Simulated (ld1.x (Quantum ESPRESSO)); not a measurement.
# Which change was made? (B, TM)

ld1.x (Quantum ESPRESSO) 7.5 input, shortened:

```
&input
   title='B', zed=5., rel=1, dft='PBE', iswitch=3,
   config='[He] 2s2 2p1 3d-2'
 /
 &inputp
   pseudotype=2, tm=.true., lloc=-1, rcloc=1.50,
   nlcc=.true., new_core_ps=.true., rcore=0.95
 /
3
2S  1  0   2.00   0.00  1.00  1.00  0.0
2P  2  1   1.00   0.00  2.40  2.40  0.0
3D  3  2  -2.00  -0.05  2.30  2.30  0.0
 &test
   configts(1)='2s2 2p1'
 /
```

Cutoffs, loose and tight: the cutoffs (Ry, on a coarse ladder) from which the occupation-weighted sum of valence levels, in a spherical-Bessel basis at the reference potential, stays within 10 and 1 mRy of its value at 400 Ry. They do not see the model core or the augmentation charge, which bear on the density cutoff. Test errors are all-electron minus pseudo excitation energies from the reference, over the configurations 2s2 2p0; 2s1 2p0; 2s2 2p0.5; 2s0 2p3; 2s2 2p1.3; 2s1 2p2; 2s1 2p1; variants that change the core or the reference have their own tests.

The base gives: outcome: generated; cutoff, loose: 55 Ry; cutoff, tight: 140 Ry; bound ghosts: none; largest test error (meV): +156.

After one change the result is: outcome: generated; cutoff, loose: 110 Ry; cutoff, tight: 180 Ry; bound ghosts: none; largest test error (meV): +120. Which change was it?
A. core correction Bessel-smoothed model core inside 0.48 bohr
B. wave 2s (bound): rc 1.00 bohr becomes 2s (bound): rc 1.22 bohr
C. all radii but the core radius scaled by about 0.84 (s 0.84, p 2.02, d 1.94 bohr); local potential all-electron potential smoothed inside 1.26 bohr (lloc = -1)
D. all radii but the core radius scaled by about 0.94 (s 0.94, p 2.26, d 2.16 bohr); local potential all-electron potential smoothed inside 1.40 bohr (lloc = -1)

C. The others give: all radii but the core radius scaled by about 0.94 (s 0.94, p 2.26, d 2.16 bohr); local potential all-electron potential smoothed inside 1.40 bohr (lloc = -1) → outcome: generated; cutoff, loose: 70 Ry; cutoff, tight: 160 Ry; bound ghosts: none; largest test error (meV): +141 | wave 2s (bound): rc 1.00 bohr becomes 2s (bound): rc 1.22 bohr → outcome: generated; cutoff, loose: 21 Ry; cutoff, tight: 55 Ry; bound ghosts: none; largest test error (meV): +160 | core correction Bessel-smoothed model core inside 0.48 bohr → outcome: generated; cutoff, loose: 55 Ry; cutoff, tight: 140 Ry; bound ghosts: none; largest test error (meV): +122.
